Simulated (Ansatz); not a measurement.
**A rate constant, worked out**

An elementary step of SiNH₅O₂, singlet (SiNH₅O₂ ([NH2][SiH]([OH])[OH]) → SiNH₃O₂ ([NH][Si]([OH])[OH]) + H₂; Si–H, N–H broken or loosened, H–H formed or tightened). The start structure is the reactant molecule, and the electronic barrier above it is 3.176 eV by CCSD(T) at an estimated basis limit (MP2 extrapolated from triple and quadruple zeta, plus CCSD(T) − MP2 in triple zeta). Computed with Ansatz 0.2.0 (basis: def2-TZVPP and def2-QZVPP); correlated methods freeze the cores. Extrapolation: Hartree–Fock as exp(−7.88 √X), correlation as X^−2.97. Harmonic wavenumbers at PBE0-D4/def2-TZVP (Ansatz 0.2.0), in cm⁻¹:

Start: 161, 170, 240, 315, 359, 371, 415, 741, 794, 825, 833, 853, 909, 953, 999, 1579, 2234, 3608, 3705, 3921, 3927.

Saddle: 974i, 250, 279, 323, 371, 399, 435, 447, 636, 815, 842, 864, 928, 975, 1060, 1209, 1846, 2353, 3700, 3896, 3905.

Problem. Work out the transition-state-theory rate constant at 600 K from these numbers alone (harmonic vibrations; rotation, path degeneracy and anharmonicity left out), and the Wigner tunnelling factor. Use 1 cm⁻¹ = 1.2398 × 10⁻⁴ eV and k_B = 8.617 × 10⁻⁵ eV/K.

Solution. Zero-point energies, half the sums: start 27912/2 cm⁻¹ = 1.7303 eV; saddle, real modes only, 25533/2 cm⁻¹ = 1.5828 eV.
Barrier with zero-point energy: 3.176 + 1.5828 − 1.7303 = 3.0285 eV.
k_BT = 0.05170 eV, so the barrier is 58.57 k_BT.
Vibrational partition functions from the zero-point level, ln q = −Σ ln(1 − exp(−hν/k_BT)): start 6.365, saddle 5.045.
k = (k_BT/h) exp(ln q‡ − ln q) exp(−E0/k_BT), with log₁₀(k_BT/h in s⁻¹) = 13.10: log₁₀ k = 13.10 + (-1.320 − 58.57)/2.3026 = -12.91, so k ≈ 1 × 10^(-13) s⁻¹.
Wigner factor: 1 + (hν‡/k_BT)²/24 = 1 + (2.34)²/24 = 1.23. A change of 1 kcal/mol (0.043 eV) in the barrier would change k by a factor of 2.3 at this temperature.

No T1 diagnostic of these runs exceeds 0.015.

Labels in which every atom is bracketed show which atoms are joined, not bond orders.

For scale, one of the runs: CCSD(T)/def2-TZVPP, 205 basis functions, launched by `ansatz run in.yaml --threads 4 --pin off --events-out ev --progress --plain --max-ram 9574MiB`. The run took 67 s on 4 CPU threads of an Intel Xeon (shared host), with 2.7 GiB of host memory at its peak.
